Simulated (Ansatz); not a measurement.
Reactions of CH6FNOSi (`NC(F)[SiH2]O`).

Isolated molecules relaxed with PBE0-D4/def2-TZVP in Ansatz; ΔE leaves out vibrations. CCSD(T)/CBS is the MP2 limit (def2-TZVPP, def2-QZVPP) plus CCSD(T) − MP2 in def2-TZVPP, frozen cores. This one scheme is used for every species. DFT in def2-TZVPP. Elements past krypton have def2 core potentials. For Se, Sn outer-core shells are correlated without core-valence functions, which leaves a few kJ/mol of doubt a bond. Scalar relativity is left out up to krypton. One conformer a species, not always the lowest.

```json
{"reaction": "`NC(F)[SiH2]O` + `CC(O)=S` → `CC(=S)O[SiH2]O` + `NCF`", "r2SCAN-D4 (kcal/mol)": "-22.6", "HF/CBS(def2) (kcal/mol)": "-27.8", "CCSD(T)/CBS(def2) (kcal/mol)": "-24.4"}
{"reaction": "`NC(F)[SiH2]O` + dimethylamine → `CN(C)[SiH2]O` + `NCF`", "r2SCAN-D4 (kcal/mol)": "-21.3", "HF/CBS(def2) (kcal/mol)": "-23.2", "CCSD(T)/CBS(def2) (kcal/mol)": "-22.3"}
{"reaction": "`NC(F)[SiH2]O` + `F[Si](S)(Cl)Cl` → `O[SiH2]S[Si](F)(Cl)Cl` + `NCF`", "r2SCAN-D4 (kcal/mol)": "-25.0", "HF/CBS(def2) (kcal/mol)": "-24.2", "CCSD(T)/CBS(def2) (kcal/mol)": "-24.9"}
{"reaction": "`NC(F)[SiH2]O` + `[OH][AlH2]` → `O[SiH2][O][AlH2]` + `NCF`", "r2SCAN-D4 (kcal/mol)": "-37.0", "HF/CBS(def2) (kcal/mol)": "-45.3", "CCSD(T)/CBS(def2) (kcal/mol)": "-38.0"}
{"reaction": "`NC(F)[SiH2]O` + `O[Si](O)(O)S` → `O[SiH2]S[Si](O)(O)O` + `NCF`", "r2SCAN-D4 (kcal/mol)": "-26.2", "HF/CBS(def2) (kcal/mol)": "-23.2", "CCSD(T)/CBS(def2) (kcal/mol)": "-25.4"}
{"reaction": "`NC(F)[SiH2]O` + H₂Se → `NC(F)[SeH]` + silanol", "r2SCAN-D4 (kcal/mol)": "8.2", "HF/CBS(def2) (kcal/mol)": "8.4", "CCSD(T)/CBS(def2) (kcal/mol)": "8.5"}
{"reaction": "`NC(F)[SiH2]O` + `[CH3][SnH3]` → `[CH3][SnH2][SiH2]O` + `NCF`", "r2SCAN-D4 (kcal/mol)": "-9.5", "HF/CBS(def2) (kcal/mol)": "-9.1", "CCSD(T)/CBS(def2) (kcal/mol)": "-10.3"}
```

Largest T1 diagnostic: 0.017, for `CC(O)=S`.
